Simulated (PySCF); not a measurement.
C2F3, SMILES F[C]=C(F)F (connectivity only; charge and spin as stated), charge +1, multiplicity 1.

Coordinates come from a B3LYP-D3(BJ)/def2-SVP optimisation. The spin state was assumed, not searched. The isomer is the one that the SMILES or the coordinates give; other isomers of the formula were not compared.

Level of theory: PySCF with CAM-B3LYP/def2-TZVPD.

Symmetry labels are those of the subgroup Cs that the program uses (full group Cs).

Question: List the valence orbital energies around the gap with their symmetry. (The exact figures need the calculation; the answer reports its results.)

Answer: 
```csv
orbital,symmetry,energy (eV)
HOMO−7,A",-26.72
HOMO−6,A',-25.50
HOMO−5,A",-24.85
HOMO−4,A',-24.50
HOMO−3,A",-22.72
HOMO−2,A',-22.63
HOMO−1,A",-22.34
HOMO,A',-17.15
LUMO,A",-9.97
LUMO+1,A',-8.75
LUMO+2,A',-4.04
LUMO+3,A',-3.42
```
